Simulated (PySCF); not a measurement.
A species of formula C5H18Si3 has this rotational fingerprint, computed with PBE0/pcSseg-1 in PySCF (dipole) on a GFN2-xTB geometry, gas phase:

| Quantity | Value |
| --- | --- |
| Rotational constants | A = 1564, B = 592.3, C = 476.4 MHz |
| Dipole components | \|μa\| = 0.86 D, \|μb\| = 0.43 D, \|μc\| = 0.26 D |
| Inertial defect | -115.62 u·Å² |
| κ | -0.79 |

**Question.** Which structure is it? (One computed conformer of each.)
A. `[CH3:1][C:2]([CH3:3])([CH2:4][SiH3:5])[CH2:6][SiH2:7][SiH3:8]` with C1–C2–C4–Si5 63°, C1–C2–C6–Si7 -179°, C2–C6–Si7–Si8 180°
B. `[CH3:1][CH:2]([CH3:3])[CH2:4][CH2:5][SiH:6]([SiH3:7])[SiH3:8]` with C1–C2–C4–C5 -173°, C2–C4–C5–Si6 60°, C4–C5–Si6–Si7 41°
C. `[CH3:1][CH:2]([CH3:3])[CH2:4][SiH2:5][CH:6]([SiH3:7])[SiH3:8]` with C1–C2–C4–Si5 -64°, C2–C4–Si5–C6 -48°, C4–Si5–C6–Si7 -56°
D. `[CH3:1][CH2:2][CH2:3][CH2:4][SiH2:5][Si@@H:6]([CH3:7])[SiH3:8]` with C1–C2–C3–C4 179°, C2–C3–C4–Si5 179°, C3–C4–Si5–Si6 176°, C4–Si5–Si6–C7 178°
E. `[CH3:1][SiH2:2][C@H:3]([SiH3:4])[SiH2:5][CH:6]([CH3:7])[CH3:8]` with C1–Si2–C3–Si4 -173°, Si2–C3–Si5–C6 177°, C3–Si5–C6–C7 -178°
F. `[CH3:1][CH2:2][C@@H:3]([CH2:4][SiH3:5])[SiH2:6][CH2:7][SiH3:8]` with C1–C2–C3–C4 170°, C2–C3–C4–Si5 56°, C2–C3–Si6–C7 99°, C3–Si6–C7–Si8 -174°

**Answer.** B. It is CC(C)CC[SiH]([SiH3])[SiH3], an asymmetric top, point group C1. The candidates at the same level (rigid rotor, commonest isotopes):

```tsv
SMILES	A (MHz)	B (MHz)	C (MHz)	μa (D)	μb (D)	μc (D)	Δ (u·Å²)	point group	rotor
CCCC[SiH2][Si@@H](C)[SiH3]	2096	383.2	337.9	0.20	0.27	0.17	-64.41	C1	near-prolate asymmetric top
CC(C)C[SiH2]C([SiH3])[SiH3]	1707	592.2	518.1	0.97	0.12	0.49	-173.86	C1	asymmetric top
C[SiH2][C@H]([SiH3])[SiH2]C(C)C	1495	658.9	522.0	0.49	0.42	0.73	-136.69	C1	asymmetric top
CC(C)(C[SiH3])C[SiH2][SiH3]	1500	603.2	505.8	0.72	0.94	0.10	-175.71	C1	asymmetric top
CC[C@@H](C[SiH3])[SiH2]C[SiH3]	1739	514.6	434.7	0.21	1.08	1.05	-110.01	C1	asymmetric top
CC(C)CC[SiH]([SiH3])[SiH3]	1564	592.3	476.4	0.86	0.43	0.26	-115.62	C1	asymmetric top
```

`C[SiH2][C@H]([SiH3])[SiH2]C(C)C` has B 11 % too high; `CCCC[SiH2][Si@@H](C)[SiH3]` has B 35 % too low; `CC(C)(C[SiH3])C[SiH2][SiH3]` has C 6 % too high; `CC(C)C[SiH2]C([SiH3])[SiH3]` has A 9 % too high; `CC[C@@H](C[SiH3])[SiH2]C[SiH3]` has B 13 % too low. No structure here is proved a minimum.
